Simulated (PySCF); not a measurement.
PySCF input for CH₂F, SMILES [CH2]F (connectivity only; charge and spin as stated), charge +1, multiplicity 1, B3LYP/pcSseg-2. Geometry optimised at B3LYP-D3(BJ)/def2-TZVPD. The multiplicity is an assumed one; other spin states were not compared. The isomer is the one that the SMILES or the coordinates give; other isomers of the formula were not compared.

```python
import numpy as np
from pyscf import gto, scf, dft
from pyscf.prop.nmr import rks as nmr

mol = gto.M(
    atom='''
    C     0.00000000    0.00000000   -0.59329812
    F     0.00000000    0.00000000    0.63829657
    H     0.00000000    0.97571083   -1.09244021
    H     0.00000000   -0.97571084   -1.09244020
    ''',
    basis='pcSseg-2',
    charge=1,
    spin=0,
    max_memory=1600,
    verbose=3,
)
mf = dft.RKS(mol, xc='b3lyp')
mf.grids.level = 3
mf.conv_tol = 1e-10
mf.max_cycle = 100
mf.kernel()
n = nmr.NMR(mf)
n.verbose = 2
n.max_cycle_cphf = 60
sigma = n.kernel()
print('atom   isotropic/ppm   span/ppm')
for i, s in enumerate(sigma):
    w = np.linalg.eigvalsh((s + s.T) / 2)
    print(f'{mol.atom_symbol(i):2s}{i + 1:3d} {w.mean():14.3f} {w[2] - w[0]:11.3f}')
```

Log of the run:

```
converged SCF energy = -138.801627283503
atom   isotropic/ppm   span/ppm
C   1       -115.661     404.683
F   2       -192.227    1162.378
H   3         21.053       7.502
H   4         21.053       7.502
```

The calculation finished and met its thresholds.

Cost: around 12 core-seconds (rough).
